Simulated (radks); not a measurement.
Zn XXIX, configuration [He].

Calculated with a radial shooting solver on a logarithmic mesh with Libxc functionals: scalar-relativistic Kohn-Sham, r2SCAN, spin-polarised, spherical densities, finite nucleus; meta-GGA in the generalised Kohn-Sham scheme; Fermi nuclear charge, rms radius 3.9283 fm.

Energy parts (hartree):
part                       energy
total                  -892.15879
kinetic                 913.97525
electron-nucleus      -1824.92469
Hartree                  37.71028
exchange-correlation    -18.91963

Orbitals (lengths in bohr, moments of r in powers of bohr; <r^-3> diverges for s and p1/2; r(90%) holds 90 % of the orbital's charge):
1s: occ. 2; eigenvalue (hartree) -430.4187; r(90%) 0.0889

The highest occupied level is 1s at -11712.3 eV. The electron density at the nucleus is 2.301e+04 e/bohr^3 (large components only).
